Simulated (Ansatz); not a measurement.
All numbers were calculated with Ansatz.

CH7NSSi2, SMILES `N=C([SiH3])S[SiH3]` at its PBE0-D4/def2-TZVP geometry, where that method's forces vanish. The species carries charge 0 and has multiplicity 1.

```
atom    x (Å)    y (Å)    z (Å)
  N1   0.1561   2.1621   1.3386
  C2  -0.0106   1.0755   0.7120
 Si3   0.1290   1.1371  -1.1758
  S4  -0.4655  -0.4259   1.5818
 Si5  -0.1263  -2.0626   0.2381
  H6   0.0446   2.0665   2.3513
  H7  -1.2147   0.9084  -1.7642
  H8   1.0339   0.0486  -1.6312
  H9   0.6673   2.4592  -1.5625
 H10  -0.6274  -3.2265   1.0079
 H11   1.3124  -2.2359  -0.0770
 H12  -0.8988  -1.9065  -1.0190
```

Q: For each bond, give half the difference of the two atoms' forces along it (eV/Å; positive pushes the atoms apart) under PBE-D4, r2SCAN-D4, B3LYP-D4, ωB97M-V in def2-TZVPP. (Best estimate.)

A: The calculation gave: 
```tsv
bond	length (Å)	PBE-D4	r2SCAN-D4	B3LYP-D4	ωB97M-V
N1–C2	1.265	0.65	0.29	0.11	0.05
N1–H6	1.023	0.17	-0.04	-0.06	-0.04
C2–Si3	1.894	-0.19	-0.10	0.00	0.03
C2–S4	1.794	0.05	0.13	0.18	0.10
Si3–H7	1.485	0.08	-0.01	-0.07	-0.11
Si3–H8	1.487	0.07	-0.03	-0.07	-0.09
Si3–H9	1.479	0.09	-0.03	-0.10	-0.14
S4–Si5	2.145	0.05	-0.01	0.17	0.12
Si5–H10	1.483	0.08	-0.05	-0.11	-0.12
Si5–H11	1.483	0.08	-0.01	-0.09	-0.13
Si5–H12	1.484	0.07	-0.02	-0.09	-0.12
```

B3LYP here is the variant with VWN-RPA as its local correlation; programs differ in this.
